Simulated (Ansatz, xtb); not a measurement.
Relative energy of two conformers of CH2FGeSi+

Structure X: `F[SiH+][CH]=[Ge]`, a singlet. Structure Y: `F[SiH+][CH]=[Ge]`, a singlet. Both are isolated ions in the gas phase, relaxed with B3LYP-D3(BJ)/def2-SVP.

X (Å):

```yaml
atoms:
  - { symbol: C, position_ang: [-0.4742, -1.4920, 0.4796] }
  - { symbol: F, position_ang: [0.6759, 1.1555, 0.1575] }
  - { symbol: Ge, position_ang: [-1.7201, -2.8343, 0.7761] }
  - { symbol: Si, position_ang: [-0.5918, 0.2399, 0.4438] }
  - { symbol: H, position_ang: [0.5415, -1.8899, 0.2890] }
  - { symbol: H, position_ang: [-1.8025, 1.0423, 0.6597] }
```

Y (Å):

```xyz
6

C     0.1405   -0.8704   -0.0427
F    -2.1813    0.5642    0.7986
Ge    0.4797    0.0557   -1.6190
Si   -1.1410   -0.6087    1.0997
H    -1.4505   -1.3097    2.3529
H     0.8345   -1.6920    0.2092
```

Q: Estimate which is lower in electronic energy at CCSD(T)/def2-TZVP, and by roughly how much.

A: The CCSD(T)/def2-TZVP calculation puts structure Y lower, by 1.09 kcal/mol.

How the difference moves with the method:

| level | geometry | E(Y) − E(X) (kcal/mol) | departure from the last row (kcal/mol) | job, with rough time for the two |
| --- | --- | --- | --- | --- |
| B3LYP-D3(BJ)/def2-SVP | B3LYP-D3(BJ)/def2-SVP | −1.33 | −0.23 | optimisation, 96 s |
| HF/def2-TZVP | B3LYP-D3(BJ)/def2-SVP | −1.43 | −0.34 | part of the CCSD(T) run |
| MP2/def2-TZVP | B3LYP-D3(BJ)/def2-SVP | −1.02 | +0.08 | part of the CCSD(T) run |
| CCSD(T)/def2-TZVP | B3LYP-D3(BJ)/def2-SVP | −1.09 |  | single point, 2 min |

None of the levels shown reverses the order. The largest departure from CCSD(T)/def2-TZVP is that of HF/def2-TZVP, 0.34 kcal/mol. Levels run at GFN2-xTB geometries aren't shown.

With harmonic frequencies from B3LYP-D3(BJ)/def2-SVP (ideal gas, rigid rotor, one conformer each, 298.15 K, 1 atm): the zero-point term adds +0.04 kcal/mol; ΔH is −1.13 and ΔG −1.12 kcal/mol.

The correlated steps freeze 16 core orbitals; the filled d shell of Ge is correlated, in a basis made for valence electrons. Codes used: Ansatz 0.2.0; the last row on 2 threads of Intel(R) Xeon(R) Processor @ 2.50GHz (Skylake/Cascade Lake) on a shared host.
